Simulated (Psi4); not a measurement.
C₂H₄BrFOSi (SMILES C=C[Si](O)(F)Br), singlet, geometry from GFN2-xTB, atoms displaced at random by about 0.03 Å a coordinate; B3LYP/STO-3G, gradient run with Psi4 1.11.

Input for Psi4:
```
memory 2 GB

molecule mol {
0 1
  C    -2.485458    0.162407   -1.704350
  C    -1.739978   -0.561320   -0.961654
  Si    0.111555   -0.209829   -0.664922
  O     0.600899    0.976800   -1.617977
  F     1.039019   -1.509268   -0.862409
  Br    0.470602    0.318869    1.498779
  H    -2.201163    1.059145   -2.219490
  H    -3.528227   -0.095522   -1.905895
  H    -2.092515   -1.440283   -0.539454
  H     1.519616    1.253971   -1.638865
symmetry c1
no_reorient
no_com
}

set basis sto-3g
set reference rks

gradient('b3lyp')
print_variables()
```

### Question
Predict the main parts of the log of this Psi4 run.

### Answer

```
gradient() will perform analytic gradient computation.

   => Loading Basis Set <=

    Name: STO-3G
    Role: ORBITAL
    Keyword: BASIS

         ---------------------------------------------------------
                                   SCF
               by Justin Turney, Rob Parrish, Andy Simmonett
                          and Daniel G. A. Smith
                              RKS Reference
         ---------------------------------------------------------

  ==> Geometry <==

    Molecular point group: c1
    Full point group: C1

    Geometry (in Angstrom), charge = 0, multiplicity = 1:

       Center              X                  Y                   Z               Mass
    ------------   -----------------  -----------------  -----------------  -----------------
         C           -2.485458000000     0.162407000000    -1.704350000000    12.000000000000
         C           -1.739978000000    -0.561320000000    -0.961654000000    12.000000000000
         SI           0.111555000000    -0.209829000000    -0.664922000000    27.976926534650
         O            0.600899000000     0.976800000000    -1.617977000000    15.994914619570
         F            1.039019000000    -1.509268000000    -0.862409000000    18.998403162730
         BR           0.470602000000     0.318869000000     1.498779000000    78.918337600000
         H           -2.201163000000     1.059145000000    -2.219490000000     1.007825032230
         H           -3.528227000000    -0.095522000000    -1.905895000000     1.007825032230
         H           -2.092515000000    -1.440283000000    -0.539454000000     1.007825032230
         H            1.519616000000     1.253971000000    -1.638865000000     1.007825032230

  Running in c1 symmetry.

  Rotational constants: A =      0.08712  B =      0.03914  C =      0.03419 [cm^-1]
  Rotational constants: A =   2611.65230  B =   1173.27096  C =   1024.90185 [MHz]
  Nuclear repulsion =  512.656878195318654

  Charge       = 0
  Multiplicity = 1
  Electrons    = 82
  Nalpha       = 41
  Nbeta        = 41

  ==> Algorithm <==

  SCF Algorithm Type is DF.
  DIIS enabled.
  MOM disabled.
  Fractional occupation disabled.
  Guess Type is SAD.
  Energy threshold   = 1.00e-08
  Density threshold  = 1.00e-08
  Integral threshold = 1.00e-12

  ==> Primary Basis <==

  Basis Set: STO-3G
    Blend: STO-3G
    Number of shells: 29
    Number of basis functions: 51
    Number of Cartesian functions: 52
    Spherical Harmonics?: true
[...]
  @DF-RKS Final Energy: -3082.39341456308057
    Total Energy =                      -3082.3934145630801140
[...]

   => Composite Functional: B3LYP <=

    B3LYP Hyb-GGA Exchange-Correlation Functional

    P. J. Stephens, F. J. Devlin, C. F. Chabalowski, and M. J. Frisch,  J. Phys. Chem. 98, 11623 (1994) (10.1021/j100096a001)

    Deriv               =              1
    GGA                 =           TRUE
    Meta                =          FALSE

    Exchange Hybrid     =           TRUE
    MP2 Hybrid          =          FALSE

   => Exchange Functionals <=

    0.0800   Slater exchange
    0.7200         Becke 88

   => Exact (HF) Exchange <=

    0.2000               HF

   => Correlation Functionals <=

    0.1900   Vosko, Wilk & Nusair (VWN5_RPA)
    0.8100   Lee, Yang & Parr

   => LibXC Density Thresholds  <==

    XC_HYB_GGA_XC_B3LYP:  1.00E-15

   => Molecular Quadrature <=

    Radial Scheme          =       TREUTLER
    Pruning Scheme         =           NONE
    Nuclear Scheme         =       TREUTLER

    Blocking Scheme        =         OCTREE
    BS radius alpha        =              1
    Pruning alpha          =              1
    Radial Points          =             75
    Spherical Points       =            302
    Total Points           =         210654
    Total Blocks           =           1628
    Max Points             =            256
    Max Functions          =             46
    Weights Tolerance      =       1.00E-15

  -Total Gradient:
     Atom            X                  Y                   Z
    ------   -----------------  -----------------  -----------------
       1        0.065287190406    -0.033191377533     0.045143701215
       2       -0.098849823706    -0.000478097004    -0.024164988369
       3        0.023531451187     0.020032795193    -0.041586907382
       4        0.052080900640    -0.025075104381     0.040232063158
       5       -0.007225456086     0.017383329161     0.007723301626
       6        0.002439832672    -0.001577556093    -0.001085870525
       7       -0.013656196087    -0.018751760702     0.007087380952
       8        0.006671984667     0.003017653442    -0.001208658761
       9        0.022108132829     0.045905898888    -0.024576279103
      10       -0.052391139302    -0.007504995753    -0.007483754194

  Variable Map:
  ----------------------------------------------------------------------------
[...]
  Array Variable Map:
  ----------------------------------------------------------------------------
[...]
[...]
```
